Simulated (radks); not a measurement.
Coulomb parameter of the 4f shell of the holmium ion Ho2+ in the model configuration [Xe] 4f9.5 6p1.5, as a second difference U = [E(n + 0.5) + E(n - 0.5) - 2 E(n)] / (0.5)^2 with all orbitals relaxed. "Bare": the charge of the atom changes with n. "Screened": the 6p shell takes up the change at fixed total charge, which measures U(4f,4f) + U(6p,6p) - 2 U(4f,6p). All-electron calculation, scalar-relativistic Kohn-Sham, r2SCAN, spin-unpolarised, spherical densities, finite nucleus; meta-GGA in the generalised Kohn-Sham scheme; Fermi nuclear charge, rms radius 5.2022 fm. Program: a radial shooting solver on a logarithmic mesh with Libxc functionals.

case              configuration  E - E(n) (eV)
start          [Xe] 4f9.5 6p1.5          0.000
bare +0.5       [Xe] 4f10 6p1.5        -14.303
bare -0.5        [Xe] 4f9 6p1.5         19.045
screened +0.5     [Xe] 4f10 6p1         -8.718
screened -0.5      [Xe] 4f9 6p2         11.140

U(bare) = 18.967 eV, U(screened by 6p) = 9.687 eV, against the Slater integral F0(4f,4f) = 33.066 eV with frozen orbitals.
